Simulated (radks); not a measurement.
Results of a calculation; reference values are marked as such.
Task: The zirconium ion Zr3+, configuration [Kr] 4d1 (the NIST ground configuration). Level of theory: Dirac Kohn-Sham, PBEsol, spin-unpolarised, spherical densities, finite nucleus; open shells are shared between the two j in proportion to 2j + 1; Fermi nuclear charge, rms radius 4.2694 fm (a radial shooting solver on a logarithmic mesh with Libxc functionals). Some entries of the table are withheld. Estimate them.

| orbital | occ. | eigenvalue (eV) | <1/r> (bohr^-1) | r(max) (bohr) |
|---|---|---|---|---|
| 1s1/2 | 2 | -17832.86 | (1) | 0.02415 |
| 2s1/2 | 2 | -2494.653 | 9.336 | 0.1371 |
| 2p1/2 | 2 | (2) | 9.312 | 0.1070 |
| 2p3/2 | 4 | (3) | 8.910 | 0.1106 |
| 3s1/2 | 2 | -431.7410 | 3.159 | 0.4086 |
| 3p1/2 | 2 | -354.2428 | 3.055 | 0.3963 |
| 3p3/2 | 4 | -340.5748 | 2.958 | 0.4055 |
| 3d3/2 | 4 | -203.8211 | 2.756 | 0.3456 |
| 3d5/2 | 6 | -201.3223 | 2.731 | 0.3483 |
| 4s1/2 | 2 | -81.4703 | 1.130 | 1.075 |
| 4p1/2 | 2 | -60.3847 | 1.014 | (4) |
| 4p3/2 | 4 | -58.5333 | 0.9887 | (5) |
| 4d3/2 | 0.4 | -28.2648 | 0.7178 | 1.493 |
| 4d5/2 | 0.6 | -28.0757 | 0.7128 | 1.503 |

Result: 
(1) 1s1/2 <1/r> (bohr^-1): 41.24
(2) 2p1/2 eigenvalue (eV): -2286.433
(3) 2p3/2 eigenvalue (eV): -2200.665
(4) 4p1/2 r(max) (bohr): 1.156
(5) 4p3/2 r(max) (bohr): 1.181
